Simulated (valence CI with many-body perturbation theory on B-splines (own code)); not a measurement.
Values are calculated unless marked as measured or tabulated.
# Ladder of approximations for Ba51+

Method: valence CI with perturbative core correlation (CI+MBPT): three valence electrons over a frozen Dirac-Fock core [He], a basis of 11 s, 11 p, 9 d, 7 f, 5 g, 2 h, 1 i functions for each j, with the one-electron correlation potential Σ1, the two-electron term Σ2, the three-electron term Σ3, Breit, model QED; selected CI, second order for the rest (own B-spline code, finite nucleus).

No measured spectrum was set against this ion. As an estimate, large intervals hold to a few tenths of a per cent, small ones and those within an open d or f shell to about a per cent.

Each rung adds one term. CI alone is the Dirac-Coulomb CI over the frozen core; QED comes last and gives the full result, which names the levels. Energies are above (2s^2 2p1/2) J=1/2 on the same rung, in Ry.

Levels are named by their leading jj configuration (3d3/2^4 stands for four electrons in 3d with j = 3/2), which in mixed levels can hold well under half, so a name can repeat and another be missing. Letters in brackets count levels of one name in rising energy.

| Level | CI alone | Σ1 | Σ2 | Σ3 | Breit | QED | Full |
| --- | --- | --- | --- | --- | --- | --- | --- |
| (2s 2p1/2^2) J=1/2 | 12.67 | -0.019 | -0.007 | -0.001 | +0.554 | -0.505 | 12.70 |
| (2s^2 2p3/2) J=3/2 | 31.37 | +0.008 | 0.000 | 0.000 | -0.517 | +0.044 | 30.90 |
| (2s 2p1/2 2p3/2) J=3/2 [a] | 40.20 | -0.011 | -0.003 | +0.001 | +0.018 | -0.450 | 39.76 |
| (2s 2p1/2 2p3/2) J=5/2 | 42.94 | -0.011 | -0.005 | -0.001 | -0.304 | -0.451 | 42.17 |
| (2s 2p1/2 2p3/2) J=1/2 | 46.44 | -0.011 | -0.022 | -0.003 | +0.046 | -0.455 | 45.99 |
| (2s 2p1/2 2p3/2) J=3/2 [b] | 46.64 | -0.011 | -0.015 | -0.003 | -0.151 | -0.453 | 46.01 |
| (2p1/2^2 2p3/2) J=3/2 | 60.09 | -0.030 | -0.028 | -0.004 | +0.458 | -0.947 | 59.54 |
| (2s 2p3/2^2) J=5/2 | 73.06 | -0.003 | -0.004 | -0.001 | -0.670 | -0.397 | 71.99 |
| (2s 2p3/2^2) J=1/2 | 78.41 | -0.003 | -0.006 | -0.004 | -0.348 | -0.398 | 77.65 |
| (2s 2p3/2^2) J=3/2 | 78.73 | -0.003 | -0.021 | -0.004 | -0.581 | -0.400 | 77.73 |
| (2p1/2 2p3/2^2) J=3/2 | 88.97 | -0.023 | -0.028 | -0.004 | -0.032 | -0.906 | 87.98 |
| (2p1/2 2p3/2^2) J=5/2 | 90.77 | -0.022 | -0.024 | -0.004 | -0.349 | -0.906 | 89.46 |
| (2p1/2 2p3/2^2) J=1/2 | 93.29 | -0.022 | -0.022 | -0.004 | +0.073 | -0.904 | 92.41 |
| (2p3/2^3) J=3/2 | 122.80 | -0.015 | -0.022 | -0.004 | -0.552 | -0.851 | 121.36 |
| (2s^2 3s) J=1/2 | 413.86 | +0.028 | -0.004 | -0.004 | -0.806 | +0.142 | 413.22 |
| (2s^2 3p1/2) J=1/2 | 418.24 | +0.024 | -0.005 | -0.004 | -0.655 | -0.013 | 417.59 |
| (2s 2p1/2 3s) J=1/2 [a] | 422.46 | +0.010 | -0.003 | -0.004 | -0.323 | -0.347 | 421.80 |
| (2s 2p1/2 3s) J=3/2 | 423.94 | +0.010 | -0.007 | -0.004 | -0.484 | -0.329 | 423.12 |
| (2s 2p1/2 3s) J=1/2 [b] | 425.54 | +0.010 | -0.006 | -0.004 | -0.393 | -0.353 | 424.79 |

The middle columns are the shifts that each term adds.

(1) How does the ionisation energy move along the ladder, and which term matters most?

Results:

(1) CI alone 10031, + Σ1 10031, + Σ2 10031, + Σ3 10031, + Breit 10018, + QED 10018 eV. The largest step is Breit, -13 eV. NIST lists 10023 ± 4 eV (theoretical).
